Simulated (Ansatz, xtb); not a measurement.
## Ranking isomers of CH8GeO2Si

5 gas-phase structures of CH8GeO2Si, from a drawn sample of its isomers (lower ones may exist). Each was relaxed with GFN2-xTB; where two conformers were screened, the lower at r2SCAN-D4/def2-SVP//GFN2-xTB is listed:

A. `[CH3][GeH2][O][SiH2]O`, a singlet
B. `C[O][GeH2][O][SiH3]`, a singlet
C. `CO[SiH2][O][GeH3]`, a singlet
D. `C[Si@H](O)[O][GeH3]`, a singlet
E. `[SiH3]OC[O][GeH3]`, a singlet

Task: Make a reasoned guess at their ranking by r2SCAN-D4/def2-SVP//GFN2-xTB single-point energy.

Result: Calculated order at r2SCAN-D4/def2-SVP//GFN2-xTB: D (0.0), A (4.1), C (23.1), B (37.6), E (59.5) kcal/mol.

Energies above the lowest of each column, in kcal/mol; the last columns are at r2SCAN-D4/def2-SVP geometries and were run for some of them only (a dash: not run or not comparable):

```csv
structure,GFN2-xTB,HF/STO-3G,r2SCAN-D4/def2-SVP//GFN2-xTB,r2SCAN-D4/def2-SVP,CCSD(T)/def2-SVP + ΔMP2/def2-TZVPP
D,5.3,0.0,0.0,0.0,0.0
A,0.0,6.3,4.1,3.9,2.2
C,2.4,9.4,23.1,23.8,25.6
B,19.1,20.0,37.6,–,–
E,29.3,26.5,59.5,–,–
```

CCSD(T)/def2-SVP + ΔMP2/def2-TZVPP puts D lowest of those it was run on; GFN2-xTB picks A. Flexible structures stand in one conformer each, not always the lowest. Frequencies (GFN2-xTB) were run for A, C, D alone. The ΔMP2 step shifts differences by up to 4.6 kcal/mol, which makes them less sure. ΔMP2 is the change of the MP2 energy from the smaller to the larger basis.

Over these structures GFN2-xTB departs from r2SCAN-D4/def2-SVP//GFN2-xTB by 11.4 kcal/mol on average once a common shift is removed. A GFN2-xTB relaxation took about 0.24 s and the r2SCAN-D4/def2-SVP//GFN2-xTB energy about 1.9 s on a shared host (Ansatz 0.2.0, xtb 6.7.1).
